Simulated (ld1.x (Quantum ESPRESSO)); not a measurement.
How hard is this germanium (Ge) ultrasoft potential?

```
Element                 : Ge (Z = 32)
Generator               : ld1.x (Quantum ESPRESSO) 7.5
Type                    : ultrasoft
Functional              : LDA (PZ)
Relativity              : scalar-relativistic
Frozen core             : [Ar]
Valence charge          : 14
Reference configuration : 3d10 4s2 4p0 (charge +2)
Partial waves           : 4s (bound): rcut 1.60, rcutus 1.70 bohr; 4s channel at -1.2 Ry: rcut 1.60, rcutus 1.70 bohr; 4p (bound, empty): rcut 2.20, rcutus 2.40 bohr; 4p channel at 1.95 Ry: rcut 2.20, rcutus 2.40 bohr; 3d (bound): rcut 0.95, rcutus 1.25 bohr; 3d channel at -0.55 Ry: rcut 0.95, rcutus 1.25 bohr
Local potential         : all-electron potential smoothed inside 2.25 bohr (lloc = -2)
Core correction         : Bessel-smoothed model core inside 0.90 bohr
Augmentation charge     : PSQ, radius 0.70 bohr
```

The pseudo-atom Hamiltonian at the reference potential is diagonalised in spherical Bessel functions j_l(qr) that vanish at 20 bohr, with q² up to the cutoff. All-electron valence levels (Ry): 4s -2.1782, 4p -1.4790, 3d -3.6413.

Problem. How do the lowest levels (Ry) of each channel move with the cutoff, and are there ghosts?

Solution.

```json
{"cutoff (Ry)": "8", "s #1": "-2.1661", "p #1": "-1.4735", "d #1": "-1.0863", "d #2": "-0.4069", "f #1": "-0.2814", "Σ f·Δε (mRy)": "25574.5"}
{"cutoff (Ry)": "21", "s #1": "-2.1779", "p #1": "-1.4790", "d #1": "-2.9313", "d #2": "-0.5734", "f #1": "-0.2815", "Σ f·Δε (mRy)": "7101.4"}
{"cutoff (Ry)": "40", "s #1": "-2.1781", "p #1": "-1.4790", "d #1": "-3.5723", "d #2": "-0.6054", "f #1": "-0.2815", "Σ f·Δε (mRy)": "690.9"}
{"cutoff (Ry)": "70", "s #1": "-2.1782", "p #1": "-1.4790", "d #1": "-3.6402", "d #2": "-0.6339", "f #1": "-0.2815", "Σ f·Δε (mRy)": "11.8"}
{"cutoff (Ry)": "110", "s #1": "-2.1782", "p #1": "-1.4790", "d #1": "-3.6411", "d #2": "-0.6568", "f #1": "-0.2815", "Σ f·Δε (mRy)": "2.0"}
{"cutoff (Ry)": "200", "s #1": "-2.1782", "p #1": "-1.4790", "d #1": "-3.6413", "d #2": "-0.6572", "f #1": "-0.2815", "Σ f·Δε (mRy)": "0.3"}
{"cutoff (Ry)": "400", "s #1": "-2.1782", "p #1": "-1.4790", "d #1": "-3.6413", "d #2": "-0.6573", "f #1": "-0.2815", "Σ f·Δε (mRy)": "0.0"}
```

Result: no extra level below or beside the all-electron valence levels (s, p, d, f tested); 10 mRy is reached at 90 Ry and 1 mRy at 160 Ry.

Test run stopped at test 4 of 9 (negative rho).
